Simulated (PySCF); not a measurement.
**How methods differ on the excitation energy of Ni⁺**

Ni⁺ [Ar] 3d9 (2D) → Ni⁺ [Ar] 3d8 4s1 (4F), as a difference of total energies. Calculation: PySCF 2.14, in x2c-TZVPPall; the spin-free X2C one-electron Hamiltonian (Gaussian nucleus). Correlated levels: valence: [Ar] frozen; valence and next inner shell: [Ne] frozen. The calculations carry no spin-orbit coupling.

| method | excitation energy (cm⁻¹) | error (cm⁻¹) |
| --- | --- | --- |
| UHF | -8766.5 | -17518 |
| LDA | 11935 | +3183 |
| PBE | 8790.6 | +39 |
| PBE0 | 5843.6 | -2908 |
| MN15 | 16899 | +8147 |
| B2PLYP | 7330.4 | -1421 |
| BP86 | 8659.3 | -93 |
| HSE06 | 5397.9 | -3354 |
| MP2 (valence) | 10865 | +2114 |
| SCS-MP2 (valence) | 9931.3 | +1179 |
| MP2 (valence and next inner shell) | 15344 | +6592 |
| SCS-MP2 (valence and next inner shell) | 13072 | +4320 |

Reference: 8751.8 cm⁻¹ (measured; NIST levels, between the centres of gravity of the two terms).

Errors of the correlated levels include the incompleteness of this basis and the frozen core.

The basis was made for the ground configuration and has no added diffuse functions, so the excitation energy can come out too high.
